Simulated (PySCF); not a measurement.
Level of theory: B3LYP-D3(BJ)/def2-TZVP // PBE-D3(BJ)/def2-SVP (PySCF). All species are isolated molecules in the gas phase. B3LYP has the VWN-RPA correlation part, as in Gaussian. 

Reference species: [Ni(NH3)4]2+ (excited triplet) (charge +2, multiplicity 3).

```yaml
charge on the central atom (Mulliken): 0.63 e
highest_occupied_spin_orbital: -16.97 eV
mean_distance_from_the_central_atom_to_its_bonded_neighbours: 2.049 Å
```

Changed species: [Fe(NH3)4]2+ (excited triplet) (M = Fe, multiplicity 3; the reference has M = Ni, multiplicity 3).

Task: Give the shifts of the charge on the central atom (Mulliken), highest occupied spin orbital and mean distance from the central atom to its bonded neighbours.

Result: the charge on the central atom (Mulliken) hardly moves; the highest occupied spin orbital goes up by 1.73 eV, to -15.24 eV; the mean distance from the central atom to its bonded neighbours drops by 0.026 Å, to 2.023 Å.
